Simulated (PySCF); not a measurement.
B2H4O4, SMILES OB(O)B(O)O. Atoms are numbered in the order given.

```xyz
10

B     -0.0656     0.8451     0.0000
O     -1.2276     1.5580     0.0000
O      1.1781     1.4369     0.0000
B     -0.0403    -0.8771     0.0000
O      1.1661    -1.5283     0.0000
O     -1.1742    -1.6286     0.0000
H     -1.1278     2.5200     0.0000
H      1.1903     2.4041     0.0000
H      1.8951    -0.8938     0.0000
H     -0.9676    -2.5751     0.0000
```
Charge 0, spin multiplicity 1.

Geometry optimised at B3LYP-D3(BJ)/def2-SVP. One conformer was computed; it need not be the lowest.

Method: TDA-M06-2X/def2-SVPD (PySCF).

Vertical excitations. The molecule is in vacuum. State labels are in the subgroup Cs.

```json
[
 {"state": "S1", "symmetry": "A\"", "energy (eV)": "6.74", "λ (nm)": "184", "f": "0.037", "main pairs": "HOMO→LUMO+1 97 %"},
 {"state": "S2", "symmetry": "A'", "energy (eV)": "7.62", "λ (nm)": "163", "f": "0.066", "main pairs": "HOMO→LUMO 94 %"},
 {"state": "S3", "symmetry": "A\"", "energy (eV)": "8.07", "λ (nm)": "154", "f": "0.000", "main pairs": "HOMO−2→LUMO 83 %"},
 {"state": "S4", "symmetry": "A'", "energy (eV)": "8.19", "λ (nm)": "151", "f": "0.135", "main pairs": "HOMO→LUMO+2 88 %"},
 {"state": "S5", "symmetry": "A'", "energy (eV)": "8.38", "λ (nm)": "148", "f": "0.052", "main pairs": "HOMO−1→LUMO+1 86 %"},
 {"state": "S6", "symmetry": "A\"", "energy (eV)": "8.48", "λ (nm)": "146", "f": "0.000", "main pairs": "HOMO−1→LUMO+2 77 %"},
 {"state": "S7", "symmetry": "A\"", "energy (eV)": "8.57", "λ (nm)": "145", "f": "0.000", "main pairs": "HOMO−3→LUMO+1 92 %"},
 {"state": "S8", "symmetry": "A'", "energy (eV)": "8.63", "λ (nm)": "144", "f": "0.011", "main pairs": "HOMO−3→LUMO 57 %, HOMO−2→LUMO+1 28 %"},
 {"state": "S9", "symmetry": "A'", "energy (eV)": "8.80", "λ (nm)": "141", "f": "0.007", "main pairs": "HOMO→LUMO+3 56 %, HOMO−2→LUMO+1 22 %"},
 {"state": "S10", "symmetry": "A\"", "energy (eV)": "8.92", "λ (nm)": "139", "f": "0.006", "main pairs": "HOMO−1→LUMO 61 %, HOMO−1→LUMO+4 10 %, HOMO−1→LUMO+3 10 %"},
 {"state": "T1", "symmetry": "A\"", "energy (eV)": "5.46", "λ (nm)": "227", "f": "0", "main pairs": "HOMO→LUMO+1 96 %"},
 {"state": "T2", "symmetry": "A'", "energy (eV)": "7.16", "λ (nm)": "173", "f": "0", "main pairs": "HOMO−1→LUMO+1 91 %"},
 {"state": "T3", "symmetry": "A'", "energy (eV)": "7.45", "λ (nm)": "166", "f": "0", "main pairs": "HOMO→LUMO 90 %"},
 {"state": "T4", "symmetry": "A'", "energy (eV)": "7.59", "λ (nm)": "163", "f": "0", "main pairs": "HOMO−2→LUMO+1 91 %"}
]
```
Triplets are in the Tamm–Dancoff approximation.
